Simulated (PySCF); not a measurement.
GeI2, SMILES [I][Ge][I] (connectivity only; charge and spin as stated), neutral, multiplicity 1.

Geometry optimised at B3LYP-D3(BJ)/def2-SVP. The isomer is the one that the SMILES or the coordinates give; other isomers of the formula were not compared. The def2 effective core potentials stand for the cores of I; spin–orbit coupling is left out.

Computed with PySCF with r2SCAN/def2-TZVPD.

Symmetry labels are those of the subgroup C2v that the program uses (full group C2v).

Computed valence orbital energies around the gap with their symmetry:
```json
[
 {"orbital": "HOMO−7", "symmetry": "B2", "energy (eV)": "-17.91"},
 {"orbital": "HOMO−6", "symmetry": "A1", "energy (eV)": "-12.91"},
 {"orbital": "HOMO−5", "symmetry": "B2", "energy (eV)": "-8.75"},
 {"orbital": "HOMO−4", "symmetry": "A1", "energy (eV)": "-7.88"},
 {"orbital": "HOMO−3", "symmetry": "B1", "energy (eV)": "-7.68"},
 {"orbital": "HOMO−2", "symmetry": "A2", "energy (eV)": "-7.08"},
 {"orbital": "HOMO−1", "symmetry": "B2", "energy (eV)": "-6.71"},
 {"orbital": "HOMO", "symmetry": "A1", "energy (eV)": "-6.61"},
 {"orbital": "LUMO", "symmetry": "B1", "energy (eV)": "-4.06"},
 {"orbital": "LUMO+1", "symmetry": "A1", "energy (eV)": "-2.10"},
 {"orbital": "LUMO+2", "symmetry": "B2", "energy (eV)": "-1.55"},
 {"orbital": "LUMO+3", "symmetry": "A1", "energy (eV)": "0.49"}
]
```
